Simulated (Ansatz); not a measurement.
Compare A (`O[SiH](F)CS`) with its isomer B (`OC(S)[SiH2]F`).

Program: Ansatz. Geometries: PBE0-D4/def2-TZVP. ΔE: electronic, gas phase. CCSD(T)/CBS is the MP2 limit (def2-TZVPP, def2-QZVPP) plus CCSD(T) − MP2 in def2-TZVPP, frozen cores. DFT in def2-TZVPP. B3LYP here is the variant with VWN-RPA as its local correlation; programs differ in this. Each species was taken in one conformer, which may not be the lowest.

A:

Z-matrix (Å, degrees):
```
Si
F 1 1.598
C 1 1.869 2 106.2
O 1 1.629 2 110.5 3 121.5
H 1 1.477 2 108.0 3 -122.4
S 3 1.822 1 111.3 2 82.7
H 3 1.091 1 113.3 2 -152.8
H 3 1.093 1 109.5 2 -33.5
H 4 0.961 1 115.7 2 -66.9
H 6 1.343 3 96.7 1 75.2
```

B:

Z-matrix (Å, degrees):
```
C
S 1 1.817
Si 1 1.885 2 109.6
O 1 1.403 2 114.5 3 123.6
H 1 1.101 2 102.5 3 -114.8
H 2 1.344 1 97.0 3 -52.3
F 3 1.601 1 108.5 2 50.3
H 3 1.481 1 108.9 2 -67.7
H 3 1.481 1 111.3 2 168.5
H 4 0.964 1 108.5 2 46.4
```

(1) Which isomer does CCSD(T)/CBS put lower? Give the gap. (An estimate is asked.)

(2) Give E(B) − E(A) in kcal/mol with B3LYP, B3LYP-D4, B2PLYP, PBE-D4, PBE0-D4, CCSD(T)/def2-TZVPP, r2SCAN-D4. (An estimate is asked.)

Largest T1 diagnostic: 0.012.

Answers

(1) Computed: A, by 49.3 kcal/mol.

(2) Ansatz gave: B3LYP 47.5, B3LYP-D4 47.5, B2PLYP 48.8, PBE-D4 45.0, PBE0-D4 47.0, CCSD(T)/def2-TZVPP 48.8, r2SCAN-D4 48.4. None reverses the order clearly.

From PBE to PBE0 (25 % exact exchange), in def2-TZVPP and without D4, E(B) − E(A) moves by +2.0 kcal/mol.
